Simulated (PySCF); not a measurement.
Isomers of C2H5NSi. Gas-phase values, no solvent. One relaxed conformer stands for each flexible species; it need not be the lowest. Strings in code marks are SMILES.

The four lowest singlet excitations (Tamm–Dancoff). Level of theory: M06-2X/def2-TZVP // B3LYP-D3(BJ)/def2-TZVP run with PySCF 2.14.0. Excitations are Tamm–Dancoff values on a coarser integration grid. The basis has no diffuse functions, so Rydberg states are missing or too high.

```json
[
 {"state": "S1", "energy (eV)": "3.51", "wavelength (nm)": "354", "oscillator strength": "0.003"},
 {"state": "S2", "energy (eV)": "4.75", "wavelength (nm)": "261", "oscillator strength": "0.360"},
 {"state": "S3", "energy (eV)": "5.52", "wavelength (nm)": "225", "oscillator strength": "0.125"},
 {"state": "S4", "energy (eV)": "5.89", "wavelength (nm)": "210", "oscillator strength": "0.001"}
]
```

Identify which member gives these states.
(A) `C#C[SiH2]N`
(B) `N#CC[SiH3]`
(C) `C[SiH]=C=N`
(D) `CN=C=[SiH2]`

D, `CN=C=[SiH2]`
